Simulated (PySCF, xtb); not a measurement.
C₂H₈FNSi₂, SMILES C=C[Si@@H](F)N[SiH3]. One conformer was computed; it need not be the lowest.

Harmonic wavenumbers (cm⁻¹) from GFN2-xTB run with xtb at its own minimum, in rising order: 26, 35, 63, 104, 153, 206, 276, 295, 363, 497, 571, 576, 642, 660, 708, 755, 764, 790, 807, 832, 924, 994, 1014, 1033, 1200, 1283, 1420, 1676, 2217, 2240, 2278, 2294, 3036, 3074, 3099, 3497.

**Question.** What does PBE-D3(BJ)/def2-SVP in PySCF 2.14.0 give at its own minimum? (An estimate is asked for; the answer gives what the named calculation found.)

**Answer.** 48, 81, 93, 119, 179, 250, 316, 351, 409, 523, 580, 673, 685, 712, 806, 835, 873, 894, 911, 929, 956, 962, 983, 1008, 1153, 1229, 1369, 1621, 2141, 2158, 2186, 2196, 3048, 3073, 3141, 3509. Paired by order, the mean absolute difference is 52 cm⁻¹ and the zero-point energies are 57.8 and 58.6 kcal/mol.
